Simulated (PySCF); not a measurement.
Computed shifts of a molecule CH8N2OSi, PySCF with PBE0/pcSseg-1, GIAO, gas phase, atoms alike by connectivity averaged where their shifts nearly agree, in ppm (number of nuclei): ¹³C: 1.2 (1). ²⁹Si: -13.8 (1). ¹⁵N: 36.9 (1), 29.6 (1). ¹H: 1.73 (1), 1.04 (1), 0.91 (2), 0.67 (1), 0.57 (3). References: ¹³C against TMS (σ = 186.3 ppm); ²⁹Si against TMS (σ = 352.7 ppm); ¹⁵N against NH3 (σ = 267.4 ppm); ¹⁷O against H2O (σ = 334.2 ppm); ¹H against TMS (σ = 31.56 ppm), references at their B3LYP-D3(BJ)/def2-TZVP geometries, non-relativistic. The structure is a stationary point at PBE-D3(BJ)/def2-SVP. The values are those of a single conformer.

Q: Identify the compound among the candidates.
(A) NC[Si@@H](N)O
(B) CO[SiH](N)N
(C) CN[Si@@H](N)O
(D) C[Si](N)(N)O

A: D, C[Si](N)(N)O
